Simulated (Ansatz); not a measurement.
Coupled-cluster diagnostics for Zn(OH)2 (ZnO2H2), Ansatz.

Geometry of the singlet (r2SCAN-D4/def2-TZVP):

```xyz
5

Zn    0.0412   -0.1615   -0.0385
O     0.7288    0.2823   -1.5983
H     1.2724    1.0764   -1.5755
O    -0.5991   -0.7905    1.4770
H    -1.4433   -0.4067    1.7353
```

Correlated methods freeze 11 core orbitals.

Q: Estimate the CCSD(T) correlation energy, the shares of MP2 and (T), T1 and the reference's ⟨S²⟩ for: charge 0, singlet, own geometry in def2-TZVPP; charge 1, doublet, vertical in def2-TZVPP; and the rough time on 4 threads of Intel Xeon on a shared host.

A: 
```csv
state,basis,correlation (eV),MP2 share (%),(T) share (%),T1,⟨S²⟩ (pure),wall time
"charge 0, singlet, own geometry",def2-TZVPP,-26.891,101.6,3.2,0.018,0.00 (0.00),28 s
"charge 1, doublet, vertical",def2-TZVPP,-25.186,100.5,3.0,0.023,0.76 (0.75),2.5 min
```
Customary marks for T1 are 0.02 (closed shells), 0.045 (open shells) and about 0.05 (3d metals). T1 exceeds 0.02 in 1 of 2 rows and 0.045 in 0; the higher it lies, the less the single-reference result can be trusted.
